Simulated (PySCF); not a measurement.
# What binds SeBr: the parts of the energy along the bond

State: ²Π, doublet, unpaired electrons π ↑. ROHF-based CCSD(T) in PySCF 2.14 with Se cc-pVTZ-PP with ECP10, Br cc-pVTZ-PP with ECP10 and Se cc-pVQZ-PP with ECP10, Br cc-pVQZ-PP with ECP10 (frozen core orbitals: 18; scalar-relativistic core potentials). Correlation energies are extrapolated as n⁻³ (n = 3, 4), Hartree–Fock as (n+1)·exp(−9√n). All energies in eV from Se + Br.

| R (Å) | HF/CBS | CCSD corr. | (T) | total |
| --- | --- | --- | --- | --- |
| 2.0032 | -0.111 | -1.290 | -0.1687 | -1.570 |
| 2.0943 | -0.672 | -1.267 | -0.1741 | -2.113 |
| 2.1853 | -0.949 | -1.247 | -0.1798 | -2.376 |
| 2.2764 | -1.027 | -1.233 | -0.1862 | -2.446 |
| 2.3674 | -0.968 | -1.226 | -0.1934 | -2.387 |
| 2.4813 | -0.766 | -1.227 | -0.2043 | -2.197 |
| 2.5951 | -0.477 | -1.242 | -0.2183 | -1.937 |

A fit to the total gives Re = 2.2739 Å, De = 2.446 eV, ωe = 327.2 cm⁻¹, Be = 0.08211 cm⁻¹ (masses 79.9165 and 78.9183 u).

Q: At R = 2.2764 Å the CCSD correlation energy is -0.319518 hartree in the smaller basis and -0.347639 in the larger. Extrapolate it.

A: (4³·E4 − 3³·E3)/(4³ − 3³) = -0.36816 hartree; the larger basis holds 94.4 % of it.

The T1 diagnostic is 0.024. The state was picked by a PBE0 search and need not be the measured ground state. Spin–orbit coupling, excitations beyond (T) and corrections to the Born–Oppenheimer picture are left out.
